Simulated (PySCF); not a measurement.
CH6SiTe (SMILES C[Te][SiH3]), singlet, geometry from GFN2-xTB (all electrons, no relativity), with bond 7-6 at 2.4 times its length; PySCF with CASSCF(4,4)/STO-3G.

The PySCF input:
```python
from pyscf import gto, scf, mcscf, mp
import numpy

mol = gto.Mole()
mol.atom = '''
    Te    0.036269    0.262083    0.546417
    C     0.949811    1.452528   -1.008420
    H     1.337720    2.356820   -0.562147
    H     0.219325    1.715192   -1.761445
    H     1.762719    0.910283   -1.471818
    Si   -0.616804   -1.542173   -1.038896
    H     2.173172   -3.049922   -2.543228
    H    -1.475374   -1.037644   -2.109494
    H    -1.339664   -2.527298   -0.248000
'''
mol.basis = 'sto-3g'
mol.charge = 0
mol.spin = 0
mol.verbose = 4
mol.build()

mf = scf.RHF(mol)
mf.kernel()
mc = mcscf.CASSCF(mf, 4, 4)
mc.fix_spin_(ss=0.0)
noons, natorbs = mcscf.addons.make_natural_orbitals(mp.MP2(mf).run())
mc.kernel(natorbs)
occ = numpy.linalg.eigvalsh(mc.fcisolver.make_rdm1(mc.ci, mc.ncas, mc.nelecas))[::-1]
ss = mc.fcisolver.spin_square(mc.ci, mc.ncas, mc.nelecas)[0]
print('natural occupations', occ.round(4), ' <S^2>', round(ss, 4))
```

Q: What does PySCF print? Leave out banner, timings and long lists.

A: 
```
PySCF version 2.14.0

[INPUT] verbose = 4
[INPUT] num. atoms = 9
[INPUT] num. electrons = 78
[INPUT] charge = 0
[INPUT] spin (= nelec alpha-beta = 2S) = 0
[INPUT] symmetry False subgroup None
[INPUT] Mole.unit = angstrom
[INPUT] Symbol           X                Y                Z      unit          X                Y                Z       unit  Magmom
[INPUT]  1 Te     0.036269000000   0.262083000000   0.546417000000 AA    0.068538476812   0.495265091904   1.032578479806 Bohr   0.0
[INPUT]  2 C      0.949811000000   1.452528000000  -1.008420000000 AA    1.794882660099   2.744880108262  -1.905637618534 Bohr   0.0
[INPUT]  3 H      1.337720000000   2.356820000000  -0.562147000000 AA    2.527924431353   4.453744324897  -1.062303871746 Bohr   0.0
[INPUT]  4 H      0.219325000000   1.715192000000  -1.761445000000 AA    0.414464182270   3.241243131045  -3.328648633485 Bohr   0.0
[INPUT]  5 H      1.762719000000   0.910283000000  -1.471818000000 AA    3.331056144567   1.720185565847  -2.781332925205 Bohr   0.0
[INPUT]  6 Si    -0.616804000000  -1.542173000000  -1.038896000000 AA   -1.165590632536  -2.914284606699  -1.963228911906 Bohr   0.0
[INPUT]  7 H      2.173172000000  -3.049922000000  -2.543228000000 AA    4.106699901573  -5.763517281286  -4.806004392325 Bohr   0.0
[INPUT]  8 H     -1.475374000000  -1.037644000000  -2.109494000000 AA   -2.788052791304  -1.960862974798  -3.986365921413 Bohr   0.0
[INPUT]  9 H     -1.339664000000  -2.527298000000  -0.248000000000 AA   -2.531598058939  -4.775901055161  -0.468652078892 Bohr   0.0

nuclear repulsion = 328.694821238489
number of shells = 25
number of NR pGTOs = 141
number of NR cGTOs = 47
basis = sto-3g
ecp = {}

******** <class 'pyscf.scf.hf.RHF'> ********
method = RHF
initial guess = minao
damping factor = 0
level_shift factor = 0
DIIS = <class 'pyscf.scf.diis.CDIIS'>
diis_start_cycle = 1
diis_space = 8
diis_damp = 0
SCF conv_tol = 1e-09
SCF conv_tol_grad = None
SCF max_cycles = 50
direct_scf = True
direct_scf_tol = 1e-13
Set gradient conv threshold to 3.16228e-05
Initial guess from minao.
init E= -6852.74972374901
  HOMO = -0.242680645526888  LUMO = -0.203627766192726  gap/eV = 1.06268
cycle= 1 E= -6873.15598338199  delta_E= -20.4  |g|= 0.419  |ddm|= 3.49
  HOMO = -0.106919560768141  LUMO = 0.00863645599213814  gap/eV = 3.14444
cycle= 2 E= -6873.24638448736  delta_E= -0.0904  |g|= 0.21  |ddm|= 2.22
  HOMO = -0.0882817688438371  LUMO = 0.0662087236108193  gap/eV = 4.20390
cycle= 3 E= -6873.27864150157  delta_E= -0.0323  |g|= 0.194  |ddm|= 1.53
  HOMO = -0.108653039395826  LUMO = 0.0562912995876774  gap/eV = 4.48836
cycle= 4 E= -6873.31254365808  delta_E= -0.0339  |g|= 0.0331  |ddm|= 0.596
  HOMO = -0.135227739992073  LUMO = 0.0562434209596891  gap/eV = 5.21020
cycle= 5 E= -6873.31396316696  delta_E= -0.00142  |g|= 0.0116  |ddm|= 0.155
  HOMO = -0.133714197492003  LUMO = 0.0550120368790982  gap/eV = 5.13550
cycle= 6 E= -6873.31420270767  delta_E= -0.00024  |g|= 0.00386  |ddm|= 0.0706
  HOMO = -0.133100009327528  LUMO = 0.0560587405315554  gap/eV = 5.14727
cycle= 7 E= -6873.31422672134  delta_E= -2.4e-05  |g|= 0.00104  |ddm|= 0.0238
  HOMO = -0.133671023757343  LUMO = 0.0560399375512449  gap/eV = 5.16230
cycle= 8 E= -6873.31422866527  delta_E= -1.94e-06  |g|= 0.000225  |ddm|= 0.00716
  HOMO = -0.133604361657251  LUMO = 0.0559715960700753  gap/eV = 5.15862
cycle= 9 E= -6873.31422875282  delta_E= -8.75e-08  |g|= 5.32e-05  |ddm|= 0.00154
  HOMO = -0.133609755463289  LUMO = 0.0559921572010736  gap/eV = 5.15933
cycle= 10 E= -6873.31422875728  delta_E= -4.46e-09  |g|= 8.95e-06  |ddm|= 0.000334
  HOMO = -0.13361185286839  LUMO = 0.0559910947209828  gap/eV = 5.15936
cycle= 11 E= -6873.31422875745  delta_E= -1.79e-10  |g|= 1.57e-06  |ddm|= 6.99e-05
  HOMO = -0.133611543289538  LUMO = 0.0559903939706752  gap/eV = 5.15933
Extra cycle  E= -6873.3142287574  delta_E= 5.64e-11  |g|= 8.8e-07  |ddm|= 6.31e-06
converged SCF energy = -6873.3142287574

******** <class 'pyscf.mp.mp2.RMP2'> ********
nocc = 39, nmo = 47
E(RMP2) = -6873.54708274818  E_corr = -0.232853990777159
E(SCS-RMP2) = -6873.58170844215  E_corr = -0.267479684751345
E_corr(same-spin) = -0.0137828125168221
E_corr(oppo-spin) = -0.219071178260337

******** <class 'pyscf.mcscf.mc1step.CASSCF'> ********
CAS (2e+2e, 4o), ncore = 37, nvir = 6
max_cycle_macro = 50
max_cycle_micro = 4
conv_tol = 1e-07
conv_tol_grad = None
orbital rotation max_stepsize = 0.02
orbital rotation threshold for CI restart = 0.01
augmented hessian ah_max_cycle = 30
augmented hessian ah_conv_tol = 1e-12
augmented hessian ah_linear dependence = 1e-14
augmented hessian ah_level shift = 1e-08
augmented hessian ah_start_tol = 2.5
augmented hessian ah_start_cycle = 3
augmented hessian ah_grad_trust_region = 3
kf_trust_region = 3
kf_interval = 4
ci_response_space = 4
ci_grad_trust_region = 3
with_dep4 0
natorb = False
canonicalization = True
sorting_mo_energy = False
ao2mo_level = 2
internal_rotation = False
******** <class 'pyscf.fci.addons.SpinPenaltyFCISolver'> ********
max. cycles = 50
conv_tol = 1e-08
davidson only = True
linear dependence = 1e-12
level shift = 0.001
max iter space = 12
nroots = 1
pspace_size = 400
spin = None
CASCI E = -6873.50870262980  S^2 = 0.0000000
Set conv_tol_grad to 0.000316228
macro iter   1 ( 21 JK    4 micro), CASSCF E = -6873.51432553991  dE = -5.62291011e-03  S^2 = 0.0000000
               |grad[o]|=0.0461  |grad[c]|=0.0247  |ddm|=0.0223  |maxRot[o]|=0.159
macro iter   2 ( 21 JK    4 micro), CASSCF E = -6873.51834833700  dE = -4.02279709e-03  S^2 = 0.0000000
               |grad[o]|=0.031  |grad[c]|=0.0281  |ddm|=0.0123  |maxRot[o]|=0.159
macro iter   3 ( 21 JK    4 micro), CASSCF E = -6873.51986535104  dE = -1.51701404e-03  S^2 = 0.0000000
               |grad[o]|=0.011  |grad[c]|=0.00487  |ddm|=0.00372  |maxRot[o]|=0.159
macro iter   4 ( 12 JK    3 micro), CASSCF E = -6873.52007378386  dE = -2.08432813e-04  S^2 = 0.0000000
               |grad[o]|=0.00309  |grad[c]|=0.00208  |ddm|=0.00108  |maxRot[o]|=0.0604
macro iter   5 (  7 JK    2 micro), CASSCF E = -6873.52008460956  dE = -1.08257027e-05  S^2 = 0.0000000
               |grad[o]|=0.00073  |grad[c]|=0.000145  |ddm|=0.000244  |maxRot[o]|=0.015
macro iter   6 (  3 JK    1 micro), CASSCF E = -6873.52008465221  dE = -4.26462066e-08  S^2 = 0.0000000
               |grad[o]|=5.49e-05  |grad[c]|=3.17e-05  |ddm|=9.59e-06  |maxRot[o]|=0.00086
1-step CASSCF converged in   6 macro ( 85 JK  18 micro) steps
CASSCF canonicalization
Density matrix diagonal elements [1.96112023 1.13705959 0.86271237 0.03910782]
CASSCF energy = -6873.52008465221
CASCI E = -6873.52008465221  E(CI) = -2.77374635995966  S^2 = 0.0000000
natural occupations [1.9615 1.1387 0.8614 0.0384]  <S^2> 0.0
```
